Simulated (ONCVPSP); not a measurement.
Ranking ONCV potentials for Li

All share these settings but for the change named:

* Element: lithium (Li)
* Generator: ONCVPSP 4.0.1
* Type: optimised norm-conserving Vanderbilt (ONCV)
* Functional: PBEsol
* Relativity: scalar-relativistic
* Frozen core: [He]
* Valence charge: 1
* Reference configuration: 2s1
* Partial waves: 2s: rc 2.55 bohr, ncon 4, nbas 9, qcut 2.1 1/bohr, 1 projector; p scattering state at 0.21 Ha: rc 2.10 bohr, ncon 3, nbas 6, qcut 3.7 1/bohr, 2 projectors, debl 3.4 Ha
* Local potential: polynomial inside 1.30 bohr (lpopt 5, dvloc0 0 Ha)
* Core correction: Teter function, fcfact 5.5, rcfact 1.5

Test errors are all-electron minus pseudo excitation energies from the reference, over 2s0.5; 2s0 2p1. None of these files shows a bound ghost.

The base gives 1.6 meV.

Of 4 variants that were run, those that failed, showed a ghost or another fault, or gave nearly equal values are left out.

A variant can come out equal or close to the base, since the largest error may sit in a test that the change hardly touches while other tests move.

Question: Rank these variants by their largest absolute test error, smallest first.
A. core correction Teter function, fcfact 3, rcfact 1.5
B. core correction Teter function, fcfact 5.5, rcfact 1.66
C. p: nproj 1

Answer: C (1.6 meV), A (2.6 meV), B (4.2 meV).
